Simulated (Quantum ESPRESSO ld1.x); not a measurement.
Q: Ne4+, 6 electrons, occupied as [He] 2s2 2p1.5 3p0.5 (fractional occupations, a model configuration). Method: non-relativistic Kohn-Sham, exchange-only PBE, spin-unpolarised, spherical densities, point nucleus; computed with ld1.x of Quantum ESPRESSO 7.5. Some entries of the table are withheld. Estimate them.

orbital,occ.,eigenvalue (hartree),r(max) (bohr)
1s,2,(1),(2)
2s,2,-5.03137,(3)
2p,1.5,-4.26479,0.5285
3p,0.5,(4),(5)

A: 
(1) 1s eigenvalue (hartree): -35.3894
(2) 1s r(max) (bohr): 0.1028
(3) 2s r(max) (bohr): 0.6244
(4) 3p eigenvalue (hartree): -1.42087
(5) 3p r(max) (bohr): 1.920
